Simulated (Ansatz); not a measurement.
All values below come from frozen-core CCSD(T)/cc-pVTZ // PBE0-D3(BJ)/def2-TZVP in Ansatz (a program for electronic structure).

Ansatz 0.2 input:
```yaml
crystal:
  periodic: [false, false, false]
  atoms:
    - { symbol: C, position_ang: [-1.344745, -0.766367, 0.223997] }
    - { symbol: B, position_ang: [0.007703, -0.000738, 0.016514] }
    - { symbol: C, position_ang: [-0.003669, 1.558754, -0.154751] }
    - { symbol: C, position_ang: [1.358341, -0.794811, -0.047315] }
    - { symbol: H, position_ang: [-2.24042, -0.205401, -0.052609] }
    - { symbol: H, position_ang: [-1.420448, -0.973238, 1.302338] }
    - { symbol: H, position_ang: [-1.364128, -1.746913, -0.260558] }
    - { symbol: H, position_ang: [0.971417, 2.044582, -0.081076] }
    - { symbol: H, position_ang: [-0.407094, 1.778218, -1.153653] }
    - { symbol: H, position_ang: [-0.697928, 2.041453, 0.541191] }
    - { symbol: H, position_ang: [1.67297, -0.80736, -1.101502] }
    - { symbol: H, position_ang: [1.298092, -1.835302, 0.279435] }
    - { symbol: H, position_ang: [2.169908, -0.292878, 0.48799] }
basis:
  gaussian: { orbitals: cc-pVTZ }
correlation:
  method: ccsd_t
```

Output:

```
Functional definition: HF
1360 factors; integrals over basis functions are off by at most 1.1e-3 eV
mean field evaluation 1: about -3903.3996 eV, gradient 3.9e1 eV
mean field evaluation 2: about -3903.3979 eV, gradient 3.9e1 eV
mean field evaluation 4: about -3907.4016 eV, gradient 3.2e0 eV
mean field evaluation 8: about -3907.4490 eV, gradient 1.4e-1 eV
mean field evaluation 16: about -3907.4526 eV, gradient 4.6e-1 eV
mean field -3907.44909283 eV, -143.5961055974 hartree, gradient 6.1e-6 eV, S^2 0.000000; 0 other end points of the search recorded, 0 dependent functions left out
4 core orbitals not correlated
reference -3907.44909283 eV, -143.5961055974 hartree; 12, 12 occupied and 230, 230 virtual orbitals, 1360 factors
second order -17.43221547 eV of doubles, -0.00000000 eV of singles
cycle   1  -18.35479761 eV  change   -9.2e-1 eV  update   7.8e-2
cycle   2  -18.77422076 eV  change   -4.2e-1 eV  update   2.2e-2
cycle   3  -18.82782379 eV  change   -5.4e-2 eV  update   8.1e-3
cycle   4  -18.82475137 eV  change    3.1e-3 eV  update   1.9e-3
cycle   5  -18.82451570 eV  change    2.4e-4 eV  update   6.5e-4
cycle   6  -18.82441322 eV  change    1.0e-4 eV  update   1.8e-4
cycle   7  -18.82436278 eV  change    5.0e-5 eV  update   5.0e-5
cycle   8  -18.82436103 eV  change    1.7e-6 eV  update   1.7e-5
perturbative correction -0.69446527 eV, -0.0255211281 hartree
Total energy: -3926.96791914 eV, -144.3134092338 hartree
```

Cost: very roughly 3 core-minutes.
